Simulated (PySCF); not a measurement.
## Name the molecule from its bond curve

A diatomic of charge +1 contains As. Its doublet curve at UHF-CCSD in a triple-zeta basis (scalar-relativistic core potentials, PySCF), in eV from the separated fragments:

```json
{"R (Å)": "1.382", "E (eV)": "-2.878"}
{"R (Å)": "1.444", "E (eV)": "-3.032"}
{"R (Å)": "1.490", "E (eV)": "-3.081"}
{"R (Å)": "1.536", "E (eV)": "-3.085"}
{"R (Å)": "1.582", "E (eV)": "-3.053"}
{"R (Å)": "1.643", "E (eV)": "-2.966"}
{"R (Å)": "1.720", "E (eV)": "-2.806"}
{"R (Å)": "1.812", "E (eV)": "-2.566"}
```

The fit gives ωe = 2255 cm⁻¹ and the rotational constant Bₑ = 7.364 cm⁻¹.

**Question.** Which atom is the partner?

**Answer.** The minimum lies at 1.517 Å, so the reduced mass is 16.8576 u Å² cm⁻¹/(Bₑ·Re²) = 0.9947 u. With As at 74.92 u the partner weighs about 1.0 u: H. The molecule is AsH⁺.

Correlated steps freeze 4 core orbitals. Spin–orbit coupling is left out. The state was picked by a PBE0 search and need not be the measured ground state.
